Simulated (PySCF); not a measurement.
C5H8GeN2O.
Atom-mapped SMILES: `[CH3:1][c:2]1[n:3][cH:4][cH:5][n:6][c:7]1[O:8][GeH3:9]` (hydrogens: H10, H11, H12 on C1; H13 on C4; H14 on C5; H15, H16, H17 on Ge9)

Method: PBE0-D3(BJ)/def2-SVP geometry optimisation, gas phase (PySCF 2.14.0); density fitting, grid level 1; the optimiser is geomeTRIC in internal coordinates, started from a GFN2-xTB structure with every atom displaced at random (about 0.01 Å).

Step 0: E = -66827.5056 eV
```
atom  x, y, z in Å  |  force x, y, z in eV/Å
C1     -0.1692    2.4242   -0.3287   -1.484   0.676   0.275
C2     -0.6567    1.0680   -0.0008    0.204   0.154  -0.043
N3     -1.9238    0.8782    0.3487    1.276   0.742  -0.311
C4     -2.2672   -0.3538    0.6477   -3.484  -0.279   0.650
C5     -1.4372   -1.4339    0.5828    0.899  -0.013  -0.002
N6     -0.1659   -1.2503    0.2332    0.261  -0.096  -0.076
C7      0.2457   -0.0277   -0.0589   -0.568  -0.087   0.078
O8      1.5149    0.1150   -0.4141   -0.647   0.582   0.164
Ge9     2.3604   -1.4867   -0.3641    0.173  -0.099  -0.586
H10     0.1860    2.4750   -1.3434    0.454   0.041  -0.785
H11     0.6188    2.7347    0.3368    0.751   0.160   0.417
H12    -1.0089    3.1476   -0.2183    0.352  -0.358  -0.065
H13    -3.3643   -0.4553    0.9301    1.242  -0.239  -0.208
H14    -1.7506   -2.4353    0.8357   -0.212  -0.472   0.082
H15     3.7061   -1.0128   -0.8098    0.843   0.184  -0.203
H16     2.3603   -1.9996    1.0205    0.090  -0.442   0.979
H17     1.7364   -2.3772   -1.3986   -0.147  -0.456  -0.367
```

Step 1: E = -66827.7487 eV
```
atom  x, y, z in Å  |  force x, y, z in eV/Å
C1     -0.1877    2.4470   -0.3331    0.141   0.066  -0.064
C2     -0.6788    1.0773   -0.0118   -0.066  -0.034   0.044
N3     -1.9335    0.9074    0.3712   -0.158  -0.123  -0.007
C4     -2.3663   -0.3277    0.6626    0.478   0.091   0.133
C5     -1.5075   -1.4153    0.5800   -0.270  -0.100   0.081
N6     -0.2369   -1.2654    0.2095    0.014  -0.045  -0.025
C7      0.1873   -0.0498   -0.0818    0.100   0.006  -0.013
O8      1.4590    0.0956   -0.4269    0.263  -0.456   0.014
Ge9     2.4497   -1.4952   -0.3930   -0.194   0.339   0.079
H10     0.2077    2.5014   -1.3622   -0.001  -0.026   0.089
H11     0.6341    2.7402    0.3421   -0.005  -0.042  -0.060
H12    -1.0107    3.1608   -0.2222   -0.062   0.028  -0.002
H13    -3.3849   -0.4476    1.0368   -0.137   0.054  -0.134
H14    -1.8478   -2.4276    0.8289    0.041   0.040  -0.029
H15     3.8402   -0.9538   -0.8040   -0.197  -0.023   0.051
H16     2.4650   -2.0624    1.0468    0.003   0.116  -0.258
H17     1.8956   -2.4748   -1.4441    0.051   0.108   0.101
```

Step 2: E = -66827.7695 eV
```
atom  x, y, z in Å  |  force x, y, z in eV/Å
C1     -0.1556    2.4244   -0.3379   -0.105   0.048   0.027
C2     -0.6835    1.0727    0.0081    0.091  -0.156   0.041
N3     -1.9423    0.9050    0.3737    0.071  -0.009  -0.035
C4     -2.3593   -0.3297    0.6730   -0.405  -0.097   0.103
C5     -1.5261   -1.4365    0.6143    0.075   0.370  -0.112
N6     -0.2511   -1.2802    0.2533    0.186  -0.022  -0.045
C7      0.1722   -0.0625   -0.0420   -0.039  -0.055  -0.004
O8      1.4384    0.0931   -0.3985    0.150  -0.257   0.015
Ge9     2.4401   -1.4604   -0.4043   -0.041   0.203  -0.005
H10     0.2546    2.4405   -1.3599   -0.001  -0.021   0.011
H11     0.6684    2.7080    0.3362   -0.001  -0.020  -0.011
H12    -0.9636    3.1620   -0.2545    0.003   0.006  -0.006
H13    -3.4079   -0.4399    0.9664   -0.019   0.004   0.014
H14    -1.8794   -2.4471    0.8443    0.030   0.038   0.021
H15     3.7947   -0.8740   -0.8282    0.016  -0.009  -0.006
H16     2.4945   -2.0395    1.0122    0.000  -0.008  -0.004
H17     1.8905   -2.4257   -1.4571   -0.012  -0.014  -0.003
```

Problem. Estimate the geometry and energy of step 3. (The exact step hangs on the optimiser's Hessian estimate; all steps are aligned on step 2, rigid shifts and turns removed.)

Solution. E = -66827.7648 eV, largest force 0.399 eV/Å
```
atom  x, y, z in Å  |  force x, y, z in eV/Å
C1     -0.1576    2.4031   -0.3324   -0.009   0.017   0.019
C2     -0.6739    1.0483    0.0202   -0.039   0.191   0.001
N3     -1.9426    0.9055    0.3662    0.019   0.158  -0.004
C4     -2.3953   -0.3113    0.6791    0.224  -0.015  -0.228
C5     -1.5429   -1.4025    0.6277   -0.114  -0.376   0.073
N6     -0.2576   -1.2893    0.2802    0.015   0.140  -0.008
C7      0.1878   -0.0832   -0.0212   -0.307   0.121   0.022
O8      1.4540    0.0703   -0.3816   -0.158  -0.021   0.065
Ge9     2.4642   -1.4534   -0.4173    0.125   0.031  -0.083
H10     0.2608    2.4086   -1.3494    0.017   0.013  -0.054
H11     0.6621    2.6943    0.3419    0.021   0.027   0.018
H12    -0.9724    3.1363   -0.2621    0.045  -0.045   0.001
H13    -3.4585   -0.4127    0.9276    0.120  -0.022   0.071
H14    -1.9013   -2.4090    0.8595   -0.021  -0.062   0.046
H15     3.7968   -0.8406   -0.8515    0.120   0.001  -0.036
H16     2.5470   -2.0444    0.9829   -0.005  -0.083   0.152
H17     1.9139   -2.4098   -1.4710   -0.052  -0.075  -0.055
```

The energy changes by +0.0047 eV. The first-order estimate −F·Δx gives -0.0372 eV and the mean of the old and new forces, exact on a quadratic surface, +0.0043 eV. The step makes an angle of 71° with the force vector and moves no atom by more than 0.069 Å. The energy falls at the start of this step and ends higher, so the step passed the lowest point of its straight line.

What follows is the cost of the whole optimisation. Time: 2.3 min wall; peak memory 0.88 GiB. Hardware: one thread of an Arm Neoverse V1, shared host with 64 logical CPUs at a one-minute load of 41.
